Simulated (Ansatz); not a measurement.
Molecule: sum formula H$_{4}$SiNO$_{3}$, charge 0, multiplicity 2. It need not be the lowest isomer of its formula. 
Geometry from a B3LYP-D3(BJ)/def2-TZVP (Ansatz, a first-principles code) optimisation:
```xyz
9

Si     0.0562     0.0601    -0.0297
O      1.3025    -0.6478    -0.7737
O      0.4121     0.7716     1.4024
O     -0.7908     1.1283    -0.9223
N     -0.9093    -1.3613     0.1815
H      1.2487     0.5371     1.8117
H     -1.0281     1.9616    -0.5087
H     -1.4290    -1.7261    -0.6046
H     -0.6028    -2.1016     0.7960
```
Charge 0, spin multiplicity 2.

Parts of the frozen-core correlation energy in 6-31G* (Ansatz, hartree). Frozen orbitals: 9; correlated occupied orbitals by spin: 16 and 15; virtual: 62 and 63. UHF or UKS for open shells. No spin-orbit coupling. Non-relativistic.

```
term                            value
-------------------------  ----------
reference (HF)             -570.39527
MP2 opposite-spin                 [?]
MP2 same-spin                     [?]
CCSD correlation             -0.77588
(T)                               [?]
T1 diagnostic                   0.028
largest doubles amplitude       0.020
<S^2> of the reference          0.759
```

Task: Some entries are withheld; supply them.

Result: 
- MP2 opposite-spin, value: -0.54166
- MP2 same-spin, value: -0.19673
- (T), value: -0.01584
